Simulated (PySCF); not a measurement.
In(H)(F)(NH2) (FH3InN), SMILES [NH2][InH][F].

The structure is a stationary point at B3LYP-D3(BJ)/def2-TZVP. The def2 effective core potentials stand for the cores of In; spin–orbit coupling is left out. One conformer was computed; it need not be the lowest.

All values below come from PySCF 2.14.0 with IEF-PCM-M06-2X/def2-SVP.

The values are the electrostatic part of the solvation free energy, E(continuum) − E(gas) at the gas-phase geometry, in a cavity of scaled van der Waals radii (PySCF's table); cavitation and dispersion terms are not included. A continuum can't describe solvent molecules that bind to the metal. In vacuum the orbital gap is 8.19 eV. The dipole moment in vacuum is 3.50 D.

Computed values in water (ε = 78.36), chloroform (ε = 4.71), acetonitrile (ε = 35.69):
```json
[
 {"solvent": "water", "ε": "78.36", "ΔG(elec) (kcal/mol)": "-10.4", "dipole (D)": "4.12", "gap (eV)": "8.46"},
 {"solvent": "chloroform", "ε": "4.71", "ΔG(elec) (kcal/mol)": "-7.5", "dipole (D)": "3.95", "gap (eV)": "8.37"},
 {"solvent": "acetonitrile", "ε": "35.69", "ΔG(elec) (kcal/mol)": "-10.1", "dipole (D)": "4.11", "gap (eV)": "8.46"}
]
```
